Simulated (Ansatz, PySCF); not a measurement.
difluoromethyl(methyl)silane (C₂H₆F₂Si), SMILES FC(F)[SiH2]C. Atoms are numbered in the order given.

```xyz
11

C     -0.9623    -1.7557     0.0000
Si     0.7062    -0.8990     0.0000
C      0.3726     0.9970     0.0000
F     -0.3722     1.3162    -1.1085
F     -0.3722     1.3162     1.1085
H     -1.5362    -1.4582     0.8913
H     -0.8572    -2.8515     0.0000
H     -1.5362    -1.4582    -0.8913
H      1.5073    -1.2182    -1.2163
H      1.5073    -1.2182     1.2163
H      1.2648     1.6509     0.0000
```

Coordinates come from a B3LYP-D3(BJ)/def2-SVP optimisation. One conformer was computed; it need not be the lowest.

Vertical ionisation energy (IE) and electron affinity (EA) in eV. Rows of orbital energies are one-electron estimates. Where ΔSCF, EOM or ADC give a negative EA the extra electron is unbound and the value depends on the basis.

```tsv
level	IE	EA
−ε(HOMO), −ε(LUMO), ωB97X/def2-TZVP (PySCF)	10.92	-2.44
−ε(HOMO), −ε(LUMO), PBE/def2-TZVP (PySCF)	6.92	0.33
ΔSCF, PBE0/def2-SVPD (Ansatz), final states of multiplicity 2 and 2	10.85	-1.57
ΔSCF, PBE/def2-SVPD (Ansatz), final states of multiplicity 2 and 2	10.38	-1.39
```

Q: What vertical singlet–triplet gap does ΔSCF give with PBE0/def2-SVPD (Ansatz, a first-principles code) and with PBE/def2-SVPD (Ansatz)? (The exact figures need the calculation; the answer reports its results.)

A: 7.41 and 6.79 eV (triplet above singlet where positive).
